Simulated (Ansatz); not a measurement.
Stepwise reaction of `[SiH3][O][Ge][O][SiH3]` with hydrogen, as a gas-phase model of exchange steps in deposition or etching. ΔE in kJ/mol; ΔG adds harmonic PBE0-D4 terms to CCSD(T)/CBS, at 1 bar.

Calculated with Ansatz (gas phase, PBE0-D4/def2-TZVP geometries, no zero-point term in ΔE). CBS: MP2 limit from def2 TZ/QZ plus the TZ coupled-cluster correction, frozen cores. This one scheme is used for every species. DFT in def2-TZVPP. B3LYP here is the variant with VWN-RPA as its local correlation; programs differ in this. For Ge outer-core shells are correlated without core-valence functions, which leaves a few kJ/mol of doubt a bond. Scalar relativity is left out up to krypton. One conformer a species, not always the lowest.

| step | reaction | PBE-D4 | B3LYP-D4 | ωB97M-V | CCSD(T)/CBS | ΔG(400 K) |
| --- | --- | --- | --- | --- | --- | --- |
| 1 | `[SiH3][O][Ge][O][SiH3]` + H₂ → `[SiH3][O][GeH]` + `O[SiH3]` | 114.3 | 119.2 | 114.2 | 116.8 | 110.9 |
| 2 | `[SiH3][O][GeH]` + H₂ → `[GeH2]` + `O[SiH3]` | 80.4 | 81.6 | 75.3 | 78.8 | 74.8 |

Problem. By hand: ΔE of the 2 steps together at CCSD(T)/CBS.

Solution. (116.8) + (78.8) = 195.6 kJ/mol, or 97.8 kJ/mol a step.

In ΔE each step is lower than the one before. All are uphill at CCSD(T)/CBS. ΔG lies between 74.8 and 110.9 kJ/mol a step. PBE-D4 differs from CCSD(T)/CBS by -2.5 to 1.6 kJ/mol a step. Isolated molecules leave out the surface, adducts and barriers. Largest T1 diagnostic: 0.014.
